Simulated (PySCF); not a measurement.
**C₆ coefficients of unlike pairs at UHF**

Calculated with PySCF 2.14 from the dipole response of each species, C₆(A,B) = (3/π) ∫ α_A(iu) α_B(iu) du, in atomic units, from isotropic polarisabilities. For ions this is the dispersion term alone; charge-induced terms of lower order in 1/R come first.

```csv
species,configuration,basis,relativity,α (bohr³),C₆ (like pair)
Sc⁺,[Ar] 3d1 4s1 (3D),"x2c-QZVPPall with one added diffuse shell each of s, p, d, f, g type (12s8p6d4f3g)",spin-free X2C,76.24,563.4
Ir⁺,[Xe] 4f14 5d7 6s1 (5F),"x2c-TZVPPall with one added diffuse shell each of s, p, d, f type (12s8p8d4f1g)",spin-free X2C,30.48,243.2
I⁺,[Kr] 4d10 5s2 5p4 (3P),aug-cc-pVTZ-DK3 (8s7p5d2f),spin-free X2C,20.10,169.8
Cr⁺,[Ar] 3d5 (6S),aug-cc-pVTZ (8s7p5d3f2g),none,8.927,32.28
```

Question: Estimate C₆ for Cr⁺ with Ir⁺.

Answer: The integral gives 86.98. The combination rule 2 C_A C_B / (C_A α_B/α_A + C_B α_A/α_B) gives 86.54 and the geometric mean 88.61.

No spin-orbit coupling is included.

The other pairs:

| pair | C₆ |
| --- | --- |
| I⁺, Ir⁺ | 200.5 |
| Cr⁺, Sc⁺ | 109.5 |
| Cr⁺, I⁺ | 73.14 |
| I⁺, Sc⁺ | 254.9 |
| Ir⁺, Sc⁺ | 332.6 |
